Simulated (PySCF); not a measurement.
# B(OH)₃ → BO(OH) + H₂O

Level: PBE0 in the def2-TZVP basis family, all electrons, no relativity, computed in PySCF with density fitting; open shells unrestricted.

```
species                                                                     state and structure  ZPE (kJ/mol)  H(298 K) − H(0) (kJ/mol)  S° (J/(mol K))
 B(OH)₃  singlet, C3h, B–O 1.366 Å (×3), O–H 0.960 Å (×3); B–O–H 112.2° (×3), O–B–O 120.0° (×3)         129.4                      13.9           270.3
 BO(OH)          singlet, Cs, B–O 1.211 Å, B–O 1.322 Å, O–H 0.960 Å; B–O–H 117.0°, O–B–O 177.5°          53.6                      11.4           242.8
    H₂O                                            singlet, C2v, O–H 0.960 Å (×2); H–O–H 105.1°          56.5                       9.9           188.7
```

(1) Is the gas-phase reaction uphill or downhill in electronic energy at this level, and by how much?

(2) Add zero-point, thermal and entropy terms for 298.15 K and 1 bar.

Answers

(1) At PBE0/def2-TZVP, ΔE = 236.8 kJ/mol, uphill. 

(2) ΔZPE = -19.3 and Δ[H(298) − H(0)] = 7.4 kJ/mol give ΔH° = 224.9 kJ/mol. ΔS° = 161.2 J/(mol K), so ΔG° = 224.9 − 298.15 × (0.1612) = 177 kJ/mol. ΔG° would change sign near 1400 K if ΔH° and ΔS° stayed fixed.

Only the bonding shown was studied: isomers, or loss of a ligand pair, can lie lower.
